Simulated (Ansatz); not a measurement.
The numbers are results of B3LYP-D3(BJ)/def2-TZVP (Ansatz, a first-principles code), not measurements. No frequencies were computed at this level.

Ansatz 0.2 input:
```yaml
crystal:
  periodic: [false, false, false]
  atoms:
    - { symbol: B, position_ang: [1.756014, -0.138611, -0.378794] }
    - { symbol: C, position_ang: [0.652377, 0.585418, 0.017602] }
    - { symbol: Si, position_ang: [-1.065748, -0.175006, 0.16567] }
    - { symbol: H, position_ang: [2.626972, -0.805016, -0.717084] }
    - { symbol: H, position_ang: [0.622029, 1.63084, 0.284387] }
    - { symbol: H, position_ang: [-1.534778, -0.071905, 1.554919] }
    - { symbol: H, position_ang: [-1.052056, -1.585177, -0.232858] }
    - { symbol: H, position_ang: [-2.00481, 0.559457, -0.693843] }
basis:
  gaussian: { orbitals: def2-tzvp }
hamiltonian:
  xc: b3lyp
  dispersion: d3bj
relax:
  max_steps: 150
```

Output:

```
Functional definition: B3LYP
830 factors; their error is unknown
mean field evaluation 1: about -9664.0406 eV, gradient 6.0e1 eV
mean field evaluation 2: about -9649.4871 eV, gradient 8.4e1 eV
mean field evaluation 4: about -9672.1992 eV, gradient 7.0e0 eV
mean field evaluation 8: about -9672.3459 eV, gradient 3.3e-2 eV
mean field evaluation 16: about -9672.3676 eV, gradient 4.9e-5 eV
mean field -9672.36764244 eV, -355.4529546934 hartree, gradient 4.9e-5 eV, S^2 0.000000; 0 other end points of the search recorded, 0 dependent functions left out
reference -9672.36790658 eV, -355.4529644003 hartree; 15, 15 occupied and 114, 114 virtual orbitals, 830 factors
relax step   1: F+E_penalty+E_count = -9672.63162467 eV  Δ(F+E_penalty+E_count) = +0.000e0 eV  max|allowed force component| = 1.105e0 eV/Å  Δτ_max = 0.0000 Å  (26 SCF iters, accepted)
these checks for a lower state are left out or cut short: starts, cluster_reference, orbital_swaps, neighbouring_geometries, increment
830 factors; their error is unknown
mean field -9672.40006679 eV, -355.4541462662 hartree, gradient 1.3e-5 eV, S^2 0.000000; 0 other end points of the search recorded, 0 dependent functions left out
reference -9672.40033065 eV, -355.4541559629 hartree; 15, 15 occupied and 114, 114 virtual orbitals, 830 factors
relax step   2: F+E_penalty+E_count = -9672.66487013 eV  Δ(F+E_penalty+E_count) = -3.325e-2 eV  max|allowed force component| = 3.417e-1 eV/Å  Δτ_max = 0.0360 Å  (31 SCF iters, accepted)
these checks for a lower state are left out or cut short: starts, cluster_reference, orbital_swaps, neighbouring_geometries, increment
830 factors; their error is unknown
mean field -9672.41076162 eV, -355.4545392940 hartree, gradient 1.6e-5 eV, S^2 0.000000; 0 other end points of the search recorded, 0 dependent functions left out
reference -9672.41102492 eV, -355.4545489701 hartree; 15, 15 occupied and 114, 114 virtual orbitals, 830 factors
relax step   3: F+E_penalty+E_count = -9672.67693461 eV  Δ(F+E_penalty+E_count) = -1.206e-2 eV  max|allowed force component| = 2.512e-1 eV/Å  Δτ_max = 0.0712 Å  (30 SCF iters, accepted)
these checks for a lower state are left out or cut short: starts, cluster_reference, orbital_swaps, neighbouring_geometries, increment
830 factors; their error is unknown
mean field evaluation 32: about -9672.3927 eV, gradient 1.4e-2 eV
mean field -9672.41175343 eV, -355.4545757423 hartree, gradient 1.5e-5 eV, S^2 0.000000; 0 other end points of the search recorded, 0 dependent functions left out
reference -9672.41201631 eV, -355.4545854029 hartree; 15, 15 occupied and 114, 114 virtual orbitals, 830 factors
relax step   4: F+E_penalty+E_count = -9672.67834400 eV  Δ(F+E_penalty+E_count) = -1.409e-3 eV  max|allowed force component| = 1.675e-1 eV/Å  Δτ_max = 0.0409 Å  (31 SCF iters, accepted)
these checks for a lower state are left out or cut short: starts, cluster_reference, orbital_swaps, neighbouring_geometries, increment
830 factors; their error is unknown
mean field -9672.41311181 eV, -355.4546256620 hartree, gradient 1.4e-5 eV, S^2 0.000000; 0 other end points of the search recorded, 0 dependent functions left out
reference -9672.41337409 eV, -355.4546353005 hartree; 15, 15 occupied and 114, 114 virtual orbitals, 830 factors
relax step   5: F+E_penalty+E_count = -9672.68067137 eV  Δ(F+E_penalty+E_count) = -2.327e-3 eV  max|allowed force component| = 2.325e-1 eV/Å  Δτ_max = 0.0664 Å  (31 SCF iters, accepted)
these checks for a lower state are left out or cut short: starts, cluster_reference, orbital_swaps, neighbouring_geometries, increment
830 factors; their error is unknown
mean field -9672.41493584 eV, -355.4546926938 hartree, gradient 1.3e-5 eV, S^2 0.000000; 0 other end points of the search recorded, 0 dependent functions left out
reference -9672.41519784 eV, -355.4547023222 hartree; 15, 15 occupied and 114, 114 virtual orbitals, 830 factors
relax step   6: F+E_penalty+E_count = -9672.68282531 eV  Δ(F+E_penalty+E_count) = -2.154e-3 eV  max|allowed force component| = 1.031e-1 eV/Å  Δτ_max = 0.0248 Å  (31 SCF iters, accepted)
these checks for a lower state are left out or cut short: starts, cluster_reference, orbital_swaps, neighbouring_geometries, increment
830 factors; their error is unknown
mean field -9672.41498432 eV, -355.4546944756 hartree, gradient 1.6e-5 eV, S^2 0.000000; 0 other end points of the search recorded, 0 dependent functions left out
reference -9672.41524546 eV, -355.4547040723 hartree; 15, 15 occupied and 114, 114 virtual orbitals, 830 factors
relax step   7: F+E_penalty+E_count = -9672.68383970 eV  Δ(F+E_penalty+E_count) = -1.014e-3 eV  max|allowed force component| = 5.147e-2 eV/Å  Δτ_max = 0.0580 Å  (31 SCF iters, accepted)
these checks for a lower state are left out or cut short: starts, cluster_reference, orbital_swaps, neighbouring_geometries, increment
830 factors; their error is unknown
mean field evaluation 64: about -9672.4153 eV, gradient 1.3e-5 eV
mean field -9672.41532715 eV, -355.4547070740 hartree, gradient 1.4e-5 eV, S^2 0.000000; 0 other end points of the search recorded, 0 dependent functions left out
reference -9672.41558841 eV, -355.4547166753 hartree; 15, 15 occupied and 114, 114 virtual orbitals, 830 factors
relax step   8: F+E_penalty+E_count = -9672.68408608 eV  Δ(F+E_penalty+E_count) = -2.464e-4 eV  max|allowed force component| = 1.091e-2 eV/Å  Δτ_max = 0.0062 Å  (32 SCF iters, accepted)
these checks for a lower state are left out or cut short: starts, cluster_reference, orbital_swaps, neighbouring_geometries, increment
830 factors; their error is unknown
mean field -9672.41538117 eV, -355.4547090593 hartree, gradient 2.2e-5 eV, S^2 0.000000; 0 other end points of the search recorded, 0 dependent functions left out
reference -9672.41564248 eV, -355.4547186622 hartree; 15, 15 occupied and 114, 114 virtual orbitals, 830 factors
relax step   9: F+E_penalty+E_count = -9672.68409557 eV  Δ(F+E_penalty+E_count) = -9.485e-6 eV  max|allowed force component| = 1.621e-3 eV/Å  Δτ_max = 0.0030 Å  (24 SCF iters, accepted)
830 factors; their error is unknown
mean field -9672.41538117 eV, -355.4547090593 hartree, gradient 2.4e-5 eV, S^2 0.000000; 1 other end points of the search recorded, 0 dependent functions left out
reference -9672.41564248 eV, -355.4547186622 hartree; 15, 15 occupied and 114, 114 virtual orbitals, 830 factors
Total energy: -9672.68435688 eV, -355.4645937343 hartree
Atom 0 at     1.631074    -0.144911    -0.364724 Å, force     0.000093     0.000304    -0.000133 eV/Å
Atom 1 at     0.646672     0.702027     0.057849 Å, force    -0.000844     0.000578     0.000623 eV/Å
Atom 2 at    -1.000262    -0.150911     0.159828 Å, force     0.001335    -0.001621    -0.001115 eV/Å
Atom 3 at     2.401723    -0.944600    -0.732058 Å, force     0.000343    -0.000364    -0.000058 eV/Å
Atom 4 at     0.698519     1.748190     0.326263 Å, force    -0.000151    -0.000214     0.000057 eV/Å
Atom 5 at    -1.542355    -0.124605     1.540478 Å, force     0.000185     0.000503     0.000510 eV/Å
Atom 6 at    -0.837702    -1.568159    -0.250733 Å, force    -0.000680     0.000385     0.000267 eV/Å
Atom 7 at    -1.997668     0.482968    -0.736903 Å, force    -0.000281     0.000429    -0.000151 eV/Å
Dipole moment:     0.203943     0.006366    -0.039071 e Å
```

Cost: about 25 core-seconds (a rough figure).
